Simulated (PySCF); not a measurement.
# Unknowns

- GIAO PBE0/pcSseg-1 shieldings
- spin–spin couplings from B3LYP/pcJ-1 (spin–dipole term left out of most H,H and C,H couplings)
- PBE0-D3(BJ)/def2-SVP structure
- run in PySCF
- gas phase, non-relativistic, a single conformation, fast rotation and ring inversion assumed for equivalent nuclei

Referencing at the same level of theory: TMS for $^{1}$H (σ = 31.27 ppm) and $^{13}$C (σ = 184.41 ppm). Multiplet labels drop J under 1 Hz and among equivalent protons, and merge close values. Unscaled 3J(H,H) run several per cent high. Splittings of carbon signals by F and P are missing where no couplings were computed. Where no couplings were computed, multiplicities follow the n + 1 count of equivalent neighbours, and m marks all less simple cases (inequivalent or close neighbours, rings, F or P nearby). Acid and N–H amide carbonyl carbons lie up to 10 ppm further downfield in solution (hydrogen bonding). Couplings to H on boron are left out. Carbons bonded to boron are broad in practice. Shifts are as computed. Against solution values, carbons near 30 ppm lie about +2 ppm off and those near 130 ppm about +5 ppm. Of 1211 compounds with measured shifts, 218 miss one by over three times the rms of a fit or turn the order of signals round; such compounds aren't used in these exercises. OH and NH positions are gas-phase values without hydrogen bonding to other molecules.

Q: C4H6B2. $^{1}$H NMR (400 MHz, computed): δ 7.47 (m, 4H), 6.26 (br, 2H). $^{13}$C{$^{1}$H} NMR (computed): δ 163.1 (CH). Give a structure.

A: `B1C=CBC=C1`. 1 carbon signal for 4 carbons: some carbons are equivalent by symmetry or fast rotation. Carbon types of the structure: 4 × CH, leaving 2 H on heteroatoms. δC 163.1: alkene CH; the olefinic region. δH 7.47: hydrogen on an alkene CH; olefinic region. δH 6.26: hydrogen on a boron bonded to 2 C, in a 6-membered ring.

This is the structure that produced the data.

Q: C5H8F3NO. $^{1}$H NMR (500 MHz, computed): δ 4.98 (br, 1H), 2.94 (d, 3H), 2.71 (m, 1H), 1.32 (d, 3H). $^{13}$C{$^{1}$H} NMR (computed): δ 167.9, 131.8, 49.9, 24.8, 14.7. What is it?

A: `N(C)C(=O)[C@H](C)C(F)(F)F`. The formula gives 1 degree of unsaturation (no ring in the answer). 5 carbon signals for 5 carbons: no two carbons are equivalent. Carbon types of the structure: 2 × C, 1 × CH, 2 × CH3, leaving 1 H on heteroatoms. δC 167.9: amide carbonyl carbon; it is a carbonyl in resonance with an O or N lone pair, the region of acids, esters and amides. δC 131.8: CF3 carbon; 3 electronegative neighbours deshield it. δC 14.7: methyl carbon; a saturated carbon with 1 carbon neighbour and no heteroatom attached. δH 2.94: hydrogen on a methyl carbon bonded to N; its carbon carries N, an electronegative neighbour.

This is the structure that produced the data.
